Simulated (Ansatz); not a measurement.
Two isomers of CH6S2Si: A = `CS[SiH2]S`, B = `[SiH3]SCS`.

Computed with Ansatz on PBE0-D4/def2-TZVP structures; ΔE is electronic, products minus reactants. CBS: MP2 limit from def2 TZ/QZ plus the TZ coupled-cluster correction, frozen cores. DFT in def2-TZVPP. B3LYP here is the variant with VWN-RPA as its local correlation; programs differ in this. Each species was taken in one conformer, which may not be the lowest.

A:

```xyz
10

C    -0.5817    0.0233   -1.6210
S     0.8097   -0.8536   -0.8524
Si    0.9245    0.1856    0.9897
S    -0.8809    0.1115    2.1321
H    -1.4557    0.0012   -0.9707
H    -0.8104   -0.5009   -2.5482
H    -0.3128    1.0541   -1.8505
H     1.1341    1.6433    0.8003
H     2.0668   -0.4347    1.7023
H    -0.8936   -1.2297    2.2185
```

B:

```xyz
10

Si   -1.460    0.110    0.785
S     0.621    0.336    1.219
C     1.344   -0.429   -0.260
S     0.732    0.156   -1.851
H    -1.710   -1.248    0.238
H    -2.122    0.270    2.105
H    -1.988    1.132   -0.150
H     2.420   -0.279   -0.181
H     1.149   -1.503   -0.255
H     1.013    1.454   -1.651
```

Problem. Which isomer does CCSD(T)/CBS put lower? Give the gap. (Best estimate.)

Solution. Ansatz gave: A, by 117.8 kJ/mol.

Problem. Give E(B) − E(A) in kJ/mol with MP2/def2-TZVPP, BLYP-D4, CCSD/def2-TZVPP, PBE0-D4, PBE-D4, B3LYP, LDA (SPW92). (An estimate is asked.)

Solution. Ansatz gave: MP2/def2-TZVPP 118.9, BLYP-D4 112.9, CCSD/def2-TZVPP 117.4, PBE0-D4 119.6, PBE-D4 116.4, B3LYP 118.6, LDA (SPW92) 113.1. None reverses the order clearly.

Problem. Does the order hold for the free energy at 298.15 K (harmonic terms from PBE0-D4)? (Best estimate.)

Solution. Ansatz gave: Yes: G(B) − G(A) = +113.5 kJ/mol, for one conformer each.

Largest T1 diagnostic: 0.011.

From BLYP to BHLYP (50 % exact exchange), in def2-TZVPP and without D4, E(B) − E(A) moves by +4.7 kJ/mol. At CCSD(T), def2-SVP lies −9.9 kJ/mol from the extrapolated value and def2-TZVPP −1.5 kJ/mol.
